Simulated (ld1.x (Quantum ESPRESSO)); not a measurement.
Configuration tests for boron (ultrasoft)

```json
{
  "Element": "B (Z = 5)",
  "Generator": "ld1.x (Quantum ESPRESSO) 7.5",
  "Type": "ultrasoft",
  "Functional": "PBEsol",
  "Relativity": "scalar-relativistic",
  "Frozen core": "[He]",
  "Valence charge": "3",
  "Reference configuration": "2s1 2p0 (charge +2)",
  "Partial waves": "2s (bound): rcut 0.85, rcutus 1.10 bohr; 2s channel at 1.95 Ry: rcut 0.85, rcutus 1.10 bohr; 2p (bound, empty): rcut 1.35, rcutus 1.60 bohr; 2p channel at 1.85 Ry: rcut 1.35, rcutus 1.60 bohr",
  "Local potential": "all-electron potential smoothed inside 1.50 bohr (lloc = -2)",
  "Core correction": "a·sin(br)/r model core, default radius (core density twice the valence density)",
  "Augmentation charge": "PSQ, inside the norm-conserving radii"
}
```

Energies are relative to the spin-unpolarised reference configuration 2s1 2p0; without spin polarisation the order of configurations can differ from experiment.

| valence configuration | charge | ΔE all-electron (eV) | error AE − PS (meV) |
| --- | --- | --- | --- |
| 2s2 2p1 | 0 | -33.401 | +21 |
| 2s2 2p0 | +1 | -25.262 | +24 |
| 2s2 2p0.5 | +0.5 | -30.546 | +23 |
| 2s0 2p3 | 0 | -21.745 | +25 |
| 2s1 2p2 | 0 | -27.582 | +12 |
| 2s2 2p1.3 | -0.3 | -34.126 | +21 |
| 2s1 2p1 | +1 | -19.137 | +8.0 |
